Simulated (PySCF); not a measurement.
## UHF on Zn²⁺ (zinc, charge +2)

Configuration: [Ar] 3d9 4p1, one real determinant (an excited configuration). Calculation: PySCF 2.14, in aug-cc-pVQZ-DK (9s8p6d4f3g2h, 140 functions); scalar relativity by spin-free X2C-1e.

- Total energy: -1792.801885 hartree
- One-electron energy: -2471.7278 hartree
- Hartree (Coulomb) energy: 748.7885 hartree
- Exchange energy: -69.8626 hartree
- ⟨S²⟩: 2.0010
- ⟨L²⟩: 8.014
- Sum of ⟨r⟩: 17.29 bohr
- Sum of ⟨r²⟩: 20.38 bohr²
- Traceless quadrupole moment −½Σ⟨3z² − r²⟩ along its main axis: -2.91 e·bohr²
- Langevin diamagnetic susceptibility: -16.1 ×10⁻⁶ cm³/mol

```
shell  electrons  mean orbital energy (eV)  spread (eV)  rms radius, mean of both spins (bohr)
 1s α          1                   -9760.6            0                                 0.0580
 1s β          1                   -9760.5            0                                 0.0580
 2s α          1                   -1265.8            0                                  0.244
 2s β          1                   -1264.5            0                                  0.244
 2p α          3                   -1097.3        1.438                                  0.219
 2p β          3                   -1096.0        0.190                                  0.219
 3s α          1                   -190.02            0                                  0.727
 3s β          1                   -186.79            0                                  0.727
 3p α          3                   -137.85        2.716                                  0.766
 3p β          3                   -133.97        2.264                                  0.766
 3d α          5                   -52.428        2.879                                  0.918
 3d β          4                   -50.616        1.509                                  0.918
 4p α          1                   -21.741            0                                   2.79
```

⟨L²⟩ = 8.01 against 12 for a pure F term, so this real determinant mixes terms.

Densities and radii are taken from the X2C orbitals without a picture-change correction, which distorts them close to the nucleus.

Spin-orbit constants ζ (cm⁻¹) from the X2C one-electron operator on these orbitals: bare nucleus, nucleus screened by l(l+1)(2l+1)/3 electrons, and screened by the Breit-Pauli mean field of the electrons.

```json
{"shell": "2p", "bare": "133800", "screened nucleus": "124800", "mean field": "n/a"}
{"shell": "3p", "bare": "17400", "screened nucleus": "16240", "mean field": "n/a"}
{"shell": "3d", "bare": "1820", "screened nucleus": "1213", "mean field": "n/a"}
{"shell": "4p", "bare": "980.6", "screened nucleus": "915.2", "mean field": "n/a"}
```

To first order the Landé constant is A = -251.9 cm⁻¹, so the lowest level has J = 4 and lies 0.0937 eV below the centre of the term. This holds in LS coupling only.
